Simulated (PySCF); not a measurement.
**MoCl2: fields on a plane**

All numbers come from UPBE in PySCF with Mo def2-SVP with ECP28, Cl def2-SVP; scalar-relativistic core potentials, no spin–orbit coupling; density-fitted integrals.

The quintet minimum has Mo–Cl 2.280 Å (×2); Cl–Mo–Cl 132.5°.

The plane holds Mo1 at (0.00, 0.00), Cl2 at (2.28, 0.00), Cl3 at (-1.54, 1.68) Å. Columns run from x = -3.45 to 4.65 Å, rows from y = 4.05 (top) to -1.95 Å, in steps of 0.3 Å. Other isomers or separated fragments may lie lower. Core electrons replaced by a potential are absent, the electrostatic potential uses the reduced nuclear charge, and values within about 0.7 Å of such atoms have no physical meaning.

Problem. Give the electron density (e/Å³) (cut at 5 e/Å³). Lower edges of the bins (e/Å³): '0' 0.000, '1' 0.030, '2' 0.076, '3' 0.151, '4' 0.268, '5' 0.455, '6' 0.750, '7' 1.218, '8' 1.960, '9' 3.136; top 5.00.

Solution. 
```
0000000000000000000000000000
0000000000000000000000000000
0000000000000000000000000000
0000112111000000000000000000
0001233332100000000000000000
0012456653210000000000000000
0023577775321000000000000000
0124689976421000000000000000
0125799986432110011110000000
0124689976433221122222100000
0023577775554432334443210000
0012455655678643456765421000
0001233446999964577887531000
0000122348955975679997631000
0000011247955985679997531000
0000001136999964578887531000
0000000124687643456765321000
0000000123454322334443210000
0000000012222111122222100000
0000000001111000011110000000
0000000000000000000000000000
```

Problem. Give the electron localisation function (set to 0 where the density is under 0.005 e/Å³). Lower edges of the bins: '0' 0.000, '1' 0.089, '2' 0.178, '3' 0.268, '4' 0.357, '5' 0.446, '6' 0.535, '7' 0.624, '8' 0.714, '9' 0.803; top 0.89.

Solution. 
```
0000000000000000000000000000
0000001100000000000000000000
0001234432100000000000000000
0013456665310000000000000000
0135688887530000000000000000
0246899998641000000000000000
1358995699752000000000000000
2469917449852100001121000000
2579915919842111124454310000
2579923159622222356776541000
1468997897223322578998753100
0357899862368722699999974200
0246787424889932893129975300
0024664117900852872865985300
0001220016800962872865985300
0000000005998952794129975200
0000000014787411699999864100
0000011245652001689998653100
0000013456641001577776531000
0000003567652000355554310000
0000000566652100123321000000
```

Open d and f shells are described by one determinant, and the ground state may have another occupation or spin.
